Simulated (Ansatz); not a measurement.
Geometry optimisation, DFT PBE, scalar-relativistic, plane waves, PAW in Ansatz 0.2.0.

Input:

```yaml
accuracy: low
crystal:
  lattice:
    - [8.143253, 0.0, 0.0]
    - [0.0, 8.143253, 0.0]
    - [0.0, 0.0, 8.143253]
  atoms:
    - { symbol: Cl, position: [0.5975566, 0.2868985, 0.7002047] }
    - { symbol: Cl, position: [0.6370625, 0.1143283, 0.5273105] }
    - { symbol: Cl, position: [0.8159422, 0.5927845, 0.7004874] }
    - { symbol: Cl, position: [0.8005809, 0.6103033, 0.4541325] }
    - { symbol: Cl, position: [0.8428731, 0.0526551, 0.1653914] }
    - { symbol: Cl, position: [0.9200922, 0.0861591, -0.0673064] }
    - { symbol: Cl, position: [0.1735816, 0.534048, 0.5946714] }
    - { symbol: Cl, position: [0.1945402, 0.6184969, 0.3630193] }
    - { symbol: Cl, position: [0.1928819, 0.7734436, 0.9673464] }
    - { symbol: Cl, position: [0.3680241, 0.8506762, 0.8105219] }
    - { symbol: Cl, position: [0.4555213, 0.1330807, 0.160236] }
    - { symbol: Cl, position: [0.3253366, 0.2294341, -0.0268509] }
    - { symbol: Cl, position: [0.0746048, 0.1844185, 0.4654352] }
    - { symbol: Cl, position: [0.0384452, -0.0426277, 0.5569562] }
    - { symbol: Cl, position: [-0.058862, 0.3877985, 0.2420467] }
    - { symbol: Cl, position: [0.0966045, 0.4847588, 0.0757264] }
basis:
  ecutwfc: 420.0
kpoints:
  mp_grid: { grid: [1, 1, 1] }
hamiltonian:
  xc: pbe
scf:
  occupations: { method: fermi_dirac, width: 0.05 }
  lower_state_search: "off"
relax:
  f_tol: 0.3
  max_steps: 15
  adjacent_minimum: "off"
output:
  write_density: true
  write_potential: true
  elf: true
  volumetric_format: npy
```

Launched with:

```bash
$ ansatz run input.yaml --threads 1 --pin off --max-ram 3072MiB --backend cpu --events-out ev --progress --plain --runs-dir out
```

Q: Where does it end, and by what steps?

A: It converged. The threshold is loose, so the end isn't yet a minimum. The force dipped under the threshold on the way, but the program's further checks kept it going. Limits of this set-up: coarse k mesh, low accuracy level. After 12 steps the energy has fallen by 3.181 eV; Cl16 moved furthest, 1.51 Å.

```
step  energy less start (eV)  largest force component (eV/Å)  accepted
   0                  0.0000                           1.149       yes
   1                 -1.0120                           0.559       yes
   2                 -1.5266                           0.361       yes
   3                 -1.8730                           0.466       yes
   4                 -2.1266                           0.451       yes
   5                 -2.3384                           0.412       yes
   6                 -2.5201                           0.393       yes
   7                 -2.6526                           0.319       yes
   8                 -2.7596                           0.243       yes
   9                 -2.8590                           0.343       yes
  10                 -2.9543                           0.245       yes
  11                 -3.0597                           0.178       yes
  12                 -3.1807                           0.165       yes
```

```xyz
16
Lattice="8.1433 0.0000 0.0000 0.0000 8.1433 0.0000 0.0000 0.0000 8.1433" Properties=species:S:1:pos:R:3
Cl 5.219 1.997 5.157
Cl 5.102 0.167 4.309
Cl 6.144 5.127 5.716
Cl 5.256 5.241 3.894
Cl 8.024 -0.154 1.476
Cl 8.097 -0.022 -0.567
Cl 1.302 5.173 4.503
Cl 1.929 5.244 2.521
Cl 2.154 5.331 7.780
Cl 3.364 6.840 7.184
Cl 3.788 1.241 1.852
Cl 2.908 2.028 0.206
Cl 0.957 2.234 4.605
Cl 0.721 0.156 4.627
Cl -1.676 3.053 1.136
Cl -0.562 4.362 0.075
```

Time of the run: 16 s on 1 thread of AMD EPYC 9R45 96-Core Processor (Zen 5), with other jobs on the host, peak memory 0.56 GiB.
